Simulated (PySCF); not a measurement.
C3H4, SMILES C1=CC1. Atoms are numbered in the order given.

```xyz
7

C      0.0000    -0.6434    -0.4996
C      0.0000     0.6434    -0.4996
C      0.0000     0.0000     0.8609
H      0.0000    -1.5717    -1.0416
H      0.0000     1.5717    -1.0416
H      0.9115     0.0000     1.4567
H     -0.9115     0.0000     1.4567
```
Charge 0, spin multiplicity 1.

Coordinates come from a B3LYP-D3(BJ)/def2-TZVP optimisation.

Two levels are set side by side: PBE/pcSseg-2 (PySCF) and B3LYP/pcSseg-2 (PySCF). GIAO shifts against TMS (¹H), TMS (¹³C) at the same level; non-relativistic, no solvent, atoms listed together averaged. Differences are taken from unrounded values.

| quantity | B3LYP |
|---|---|
| δ(¹³C) of C1, C2 (ppm) | 120.6 |
| δ(¹³C) of C3 (ppm) | 3.6 |
| δ(¹H) of H4, H5 (ppm) | 7.41 |
| δ(¹H) of H6, H7 (ppm) | 1.05 |

Question: What does PBE give, and how far is it from B3LYP? (An estimate is asked for; the answer gives what the named calculation found.)

Answer: 
```csv
quantity,PBE,PBE minus B3LYP
"δ(¹³C) of C1, C2 (ppm)",119.3,-1.3
δ(¹³C) of C3 (ppm),5.0,1.4
"δ(¹H) of H4, H5 (ppm)",7.26,-0.15
"δ(¹H) of H6, H7 (ppm)",0.99,-0.06
```

Rough cost on one machine, each run with all the roots and properties that it gave: B3LYP against PBE within a factor of 2.
